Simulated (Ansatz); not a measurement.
Basis-set extrapolation for CH5BSSi (`C[SiH]1BS1`) (PBE0-D4/def2-TZVP geometry, frozen core, Ansatz 0.2.0). Multiplicity 1, RHF reference.

```
                      def2-TZVPP   def2-QZVPP
                 HF  -751.989160  -752.011786
    MP2 correlation    -0.567598    -0.609348
CCSD(T) correlation    -0.644192      not run
```

Energies in hartree. Use E(X) = E(∞) + A·exp(−7.88·√X) for Hartree–Fock and E(X) = E(∞) + B·X^(−2.97) for correlation, with X = 3 and 4, and add CCSD(T) minus MP2 of the smaller set to the MP2 limit.

Q: What is the CCSD(T) energy at the basis-set limit?

A: HF limit: -752.011786 + (-0.022626) × 0.13774 = -752.01490. MP2 limit: -0.609348 + (-0.041750) × 0.74074 = -0.64027. Higher-order term: -0.644192 − (-0.567598) = -0.07659. Total: -752.73176 hartree, 258.4 kJ/mol below CCSD(T)/def2-TZVPP.
